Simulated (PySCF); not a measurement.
## BF2GeH3: core ionisation energies

Species: BF2GeH3.
Geometry (PBE0-D3(BJ)/def2-SVP, Å), atoms numbered from 1 in this order:
```xyz
7
BF2GeH3 angstrom
F      1.5545    1.0403   -0.1791
B      0.9141   -0.1114   -0.1708
F      1.6461   -1.1947   -0.3353
Ge    -1.1384   -0.2604    0.0945
H     -1.4356   -0.8624    1.4809
H     -1.7340   -1.2063   -0.9636
H     -1.8237    1.1114   -0.0067
```

Theory: delta-SCF UKS SCAN, pcX-2 on the ionised atom, pcseg-1 elsewhere, spin-free X2C in PySCF 2.14.0. Each binding energy is the total energy of the core-ionised species, with the hole localised on one atom, minus that of the ground state; both are solved self-consistently, so orbital relaxation is included.

List the computed XPS lines with their assignment.

| atom(s) | environment | level | binding energy (eV) | count |
| --- | --- | --- | --- | --- |
| F1/F3 | boron-bound fluorine | F 1s | 693.75 | 2 |
| B2 | three-coordinate boron | B 1s | 199.73 | 1 |

Which photon energy gives electrons from F 1s of F1/F3 a kinetic energy of 200 eV, and what is their de Broglie wavelength?

hν = 693.75 + 200 = 893.75 eV, recoil neglected; λ = 12.264 Å/√(E/eV) = 0.87 Å.

One atom of each set of topologically equivalent atoms was ionised and stands for the set; in this conformer not all members are related by symmetry, and their own values weren't computed. No level of germanium is listed. Geometry: PBE0-D3(BJ)/def2-SVP; no solvent, vibrations or thermal averaging.

Time: 8.8 s of wall time; peak memory 0.50 GiB. Hardware: an Intel Xeon at 2.70 GHz with one thread, on a shared host.
